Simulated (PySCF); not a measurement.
Worked example: chemical shift, span and skew from a shielding tensor

C₃H₇NSi, SMILES N1=C([SiH2]C1)C. Atoms are numbered in the order given.

```xyz
12

C     -0.2326     2.1863     0.0000
C      0.0363     0.7258     0.0000
N      1.2217     0.2187     0.0000
C      1.0147    -1.2480     0.0000
Si    -0.8670    -0.9383     0.0000
H      0.7154     2.7441     0.0000
H     -0.8235     2.4733    -0.8846
H     -0.8235     2.4733     0.8846
H      1.4682    -1.7172     0.8881
H      1.4682    -1.7172    -0.8881
H     -1.6641    -1.3174     1.2100
H     -1.6641    -1.3174    -1.2100
```

Coordinates come from a PBE0-D3(BJ)/def2-SVP optimisation. The structure was generated by enumeration, and PubChem lists no compound with its InChIKey, so it may never have been made.

GIAO shieldings from PBE/pcSseg-1 in PySCF, non-relativistic, no solvent. The symmetric part of the tensor of C2 has the principal values -111.7, -43.4, 113.7 ppm. The same nucleus in TMS has σ = 182.0 ppm at this level (PySCF, at its B3LYP-D3(BJ)/def2-TZVP geometry).

Problem. Work out the isotropic shielding, the ¹³C shift against TMS, the span and the skew.

Solution. 
σ(iso) = (σ11 + σ22 + σ33)/3 = -13.8 ppm. δ = σ(ref) − σ(iso) = 182.0 − (-13.8) = 195.8 ppm.
Span Ω = σ33 − σ11 = 225.4 ppm. Skew κ = 3(σ(iso) − σ22)/Ω = 0.39. Tumbling in solution averages the tensor to δ; in a static solid the shielding alone would spread this spin-1/2 line over Ω.
